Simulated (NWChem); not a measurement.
System: CH$_{3}$NOSi; SMILES O=C=N[SiH3]

Parts of the log:

```
             Northwest Computational Chemistry Package (NWChem) 7.3.0
             --------------------------------------------------------

                             Geometry "geometry" -> ""
                             -------------------------

 Output coordinates in angstroms (scale by  1.889725989 to convert to a.u.)

  No.       Tag          Charge          X              Y              Z
 ---- ---------------- ---------- -------------- -------------- --------------
    1 Si                  14.0000     0.07913900    -1.56739000     0.00231200
    2 N                    7.0000     0.00629100     0.15946200     0.00118200
    3 C                    6.0000    -0.04504900     1.36665300     0.00039600
    4 O                    8.0000    -0.09523900     2.54794600    -0.00037500
    5 H                    1.0000     0.87675700    -2.02616800     1.18800300
    6 H                    1.0000    -1.31415900    -2.11935900     0.08338700
    7 H                    1.0000     0.73713700    -2.03363000    -1.26347500

 Effective nuclear repulsion energy (a.u.)     136.6743202322

                                 NWChem DFT Module
                                 -----------------

 Summary of "ao basis" -> "ao basis" (spherical)
 ------------------------------------------------------------------------------
       Tag                 Description            Shells   Functions and Types
 ---------------- ------------------------------  ------  ---------------------
 Si                         def2-svp                 8       18   4s3p1d
 N                          def2-svp                 6       14   3s2p1d
 C                          def2-svp                 6       14   3s2p1d
 O                          def2-svp                 6       14   3s2p1d
 H                          def2-svp                 3        5   2s1p

 in cosmo_initialize ...
 calling solv_data for solv:acetntrl

 solvent parameters
 solvname_short: acetntrl
 solvname_long:  acetonitrile
 dielec:       35.6880
 dielecinf:     1.8069
 nonaqueous SMD model solvent descriptors
 dielec:       35.6880
 sola:          0.0700
 solb:          0.3200
 solc:          0.0000
 solg:         41.2500
 solh:          0.0000
 soln:          1.3442

          ---------------
          -cosmo- solvent
          ---------------
 Cosmo: York-Karplus, doi: 10.1021/jp992097l
 dielectric constant -eps-     =  35.69
 screen = (eps-1)/(eps    )    =   0.97198
 surface charge correction     = lagrangian

[...]

                                COSMO-SMD solvation results
                                ---------------------------

             internal energy in gas <Psi(g)|H|Psi(g)> =      -459.213666588250
         internal energy in solvent <Psi(s)|H|Psi(s)> =      -459.213375152846
                               delta internal energy  =         0.000291435405 (    0.18 kcal/mol)
   total free energy in solvent <Psi(s)|H+V/2|Psi(s)> =      -459.216121201137
 polarization energy contribution <Psi(s)|V/2|Psi(s)> =        -0.002746048292 (   -1.72 kcal/mol)
    total free energy in solvent including G(SMD-CDS) =      -459.214673516475
                       G(SMD-CDS) energy contribution =         0.001447684663 (    0.91 kcal/mol)
     1 M fixed-concentration free energy of solvation =        -0.001006928224 (   -0.63 kcal/mol)

                       DFT Final Molecular Orbital Analysis
                       ------------------------------------

 Vector   17  Occ=2.000000D+00  E=-3.693883D-01
              MO Center=  3.8D-01, -1.1D+00, -1.5D-01, r^2= 4.0D+00
   Bfn.  Coefficient  Atom+Function         Bfn.  Coefficient  Atom+Function
  ----- ------------  ---------------      ----- ------------  ---------------
    71     -0.305389  7 H  s                 10      0.283136  1 Si pz
    61      0.243854  5 H  s                 52     -0.220834  4 O  pz
    13      0.199255  1 Si pz                24     -0.169619  2 N  pz
     7     -0.159271  1 Si pz                72     -0.149787  7 H  s
    55     -0.146481  4 O  pz                27      0.129948  2 N  pz

 Vector   18  Occ=2.000000D+00  E=-3.004602D-01
              MO Center= -1.2D-01,  3.9D-01,  6.1D-02, r^2= 3.8D+00
   Bfn.  Coefficient  Atom+Function         Bfn.  Coefficient  Atom+Function
  ----- ------------  ---------------      ----- ------------  ---------------
    22      0.417744  2 N  px                50      0.362894  4 O  px
    25     -0.331118  2 N  px                53      0.271659  4 O  px
    66     -0.200081  6 H  s                 67     -0.160736  6 H  s
    61      0.137006  5 H  s                 62      0.110051  5 H  s
     8      0.107187  1 Si px                36     -0.101174  3 C  px

 Vector   19  Occ=2.000000D+00  E=-3.004451D-01
              MO Center=  1.1D-01,  4.0D-01, -5.9D-02, r^2= 3.8D+00
   Bfn.  Coefficient  Atom+Function         Bfn.  Coefficient  Atom+Function
  ----- ------------  ---------------      ----- ------------  ---------------
    24      0.418078  2 N  pz                52      0.363170  4 O  pz
    27     -0.331385  2 N  pz                55      0.271873  4 O  pz
    71     -0.194697  7 H  s                 72     -0.156260  7 H  s
    61      0.151984  5 H  s                 62      0.122043  5 H  s
    10      0.107386  1 Si pz                38     -0.101296  3 C  pz

 Vector   20  Occ=0.000000D+00  E= 1.974317D-02
              MO Center=  5.7D-03,  1.8D-01, -6.9D-04, r^2= 4.5D+00
   Bfn.  Coefficient  Atom+Function         Bfn.  Coefficient  Atom+Function
  ----- ------------  ---------------      ----- ------------  ---------------
    11      0.777675  1 Si px                67      0.652209  6 H  s
    62     -0.609509  5 H  s                 36     -0.445339  3 C  px
    39     -0.413925  3 C  px                13      0.333531  1 Si pz
    53      0.288988  4 O  px                50      0.272310  4 O  px
    38     -0.190955  3 C  pz                41     -0.177465  3 C  pz

[...]
```

Level: B3LYP/def2-SVP, SMD on the gas-phase geometry. Structure relaxed at the PBE-D3(BJ)/def2-SVP level. Solvent: acetonitrile.

Task: Write an input that gives this output.

Result: One answer among several that fit: the input that was run:
```
start job
memory heap 200 mb stack 900 mb global 1100 mb
geometry units angstroms noautosym nocenter noautoz
  Si     0.079139    -1.567390     0.002312
  N      0.006291     0.159462     0.001182
  C     -0.045049     1.366653     0.000396
  O     -0.095239     2.547946    -0.000375
  H      0.876757    -2.026168     1.188003
  H     -1.314159    -2.119359     0.083387
  H      0.737137    -2.033630    -1.263475
end
basis spherical
  * library def2-svp
end
dft
  xc b3lyp
  iterations 150
end
cosmo
  do_cosmo_smd true
  solvent acetntrl
end
task dft energy
```
